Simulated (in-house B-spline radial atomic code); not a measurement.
# Ce3+: [Xe] 4f1

All numbers are computed (Dirac-Kohn-Sham LC-wPBE, spherical fractional occupations; Fermi nucleus of rms radius 4.8771 fm) with an all-electron radial atomic-structure program (B-spline basis), not measured.

Z_r = [3n² - l(l+1)]/(2<r>); Z_e = n√(-2ε); the last column is Slater's effective charge. Values are occupation-weighted means over j. An effective charge above Z reflects the relativistic contraction of the inner shells.

```json
{"shell": "1s", "electrons": "2", "ε (eV)": "-40261", "<r> (bohr)": "0.02457", "Z_r": "61.05", "Z_e": "54.40", "Slater": "57.70"}
{"shell": "2s", "electrons": "2", "ε (eV)": "-6468.8", "<r> (bohr)": "0.1047", "Z_r": "57.29", "Z_e": "43.61", "Slater": "53.85"}
{"shell": "2p", "electrons": "6", "ε (eV)": "-5811", "<r> (bohr)": "0.09209", "Z_r": "54.30", "Z_e": "41.33", "Slater": "53.85"}
{"shell": "3s", "electrons": "2", "ε (eV)": "-1416.6", "<r> (bohr)": "0.2782", "Z_r": "48.52", "Z_e": "30.61", "Slater": "46.75"}
{"shell": "3p", "electrons": "6", "ε (eV)": "-1205.6", "<r> (bohr)": "0.2761", "Z_r": "45.27", "Z_e": "28.24", "Slater": "46.75"}
{"shell": "3d", "electrons": "10", "ε (eV)": "-898.61", "<r> (bohr)": "0.2536", "Z_r": "41.40", "Z_e": "24.38", "Slater": "36.85"}
{"shell": "4s", "electrons": "2", "ε (eV)": "-310.53", "<r> (bohr)": "0.6373", "Z_r": "37.66", "Z_e": "19.11", "Slater": "30.25"}
{"shell": "4p", "electrons": "6", "ε (eV)": "-241.32", "<r> (bohr)": "0.6742", "Z_r": "34.11", "Z_e": "16.85", "Slater": "30.25"}
{"shell": "4d", "electrons": "10", "ε (eV)": "-139.71", "<r> (bohr)": "0.7443", "Z_r": "28.21", "Z_e": "12.82", "Slater": "18.85"}
{"shell": "5s", "electrons": "2", "ε (eV)": "-69.734", "<r> (bohr)": "1.513", "Z_r": "24.78", "Z_e": "11.32", "Slater": "11.40"}
{"shell": "5p", "electrons": "6", "ε (eV)": "-50.768", "<r> (bohr)": "1.71", "Z_r": "21.34", "Z_e": "9.66", "Slater": "11.40"}
{"shell": "4f", "electrons": "1", "ε (eV)": "-23.888", "<r> (bohr)": "1.076", "Z_r": "16.73", "Z_e": "5.30", "Slater": "12.00"}
```

The least bound orbital is 4f7/2 at -23.75 eV, while the most diffuse is 5p3/2 (<r> = 1.733 bohr against 1.08 bohr): energy order and size order differ.

Spin-orbit splittings of the orbital energies (j = l + 1/2 above j = l - 1/2 when positive): 2p 446.5 eV, 3p 87.77 eV, 3d 18.84 eV, 4p 18.82 eV, 4d 3.305 eV, 5p 2.981 eV, 4f 0.3314 eV.

For the 1s electron the small component carries 4.61 % of the norm, the zero-frequency Breit interaction raises the level by 109.6 eV, self-energy by 64.05 eV, and vacuum polarisation lowers it by 9.542 eV.

Caution: exact exchange at fractional occupations of open shells leaves self-interaction of up to several eV.
